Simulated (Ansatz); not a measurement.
Program: Ansatz. Geometries: PBE0-D4/def2-TZVP. ΔE: electronic, gas phase. CCSD(T)/CBS adds triple-zeta CCSD(T) − MP2 to the extrapolated MP2 energy (def2 sets, frozen cores). This one scheme is used for every species. DFT in def2-TZVPP. For Br outer-core shells are correlated without core-valence functions, which leaves a few kJ/mol of doubt a bond. Scalar relativity is left out up to krypton. One conformer a species, not always the lowest.

Consider the redistribution: `[NH2][AlH][OH]` + `C=C[SiH](Cl)Br` → `C=[CH][AlH][NH2]` + `O[SiH](Cl)Br`.

```tsv
level	ΔE (kJ/mol)
PBE0-D4	34.7
r2SCANh-D4	34.3
BHLYP-D4	34.6
PBE	33.9
PBE0	33.6
BHLYP	33.2
MP2/def2-TZVPP	39.4
MP2/def2-QZVPP	40.2
```

(1) What does CCSD(T)/CBS give? (An estimate is asked.)

Largest T1 diagnostic among the species: 0.012.

Answers

(1) Computed: +36.7 kJ/mol. The listed levels differ from it by -2.0, -2.4, -2.1, -2.8, -3.1, -3.5, 2.7, 3.5 kJ/mol.

In def2-TZVPP, CCSD(T) changes the Hartree–Fock value by +5.3 kJ/mol (the triples alone add +0.2 kJ/mol) and MP2 by +9.2 kJ/mol. Leaving LDA and LC-ωPBE aside and taking each functional with its dispersion term where it has one, the values, not all of them listed here, spread over 4.0 kJ/mol, from B97M-V to BLYP-D4.
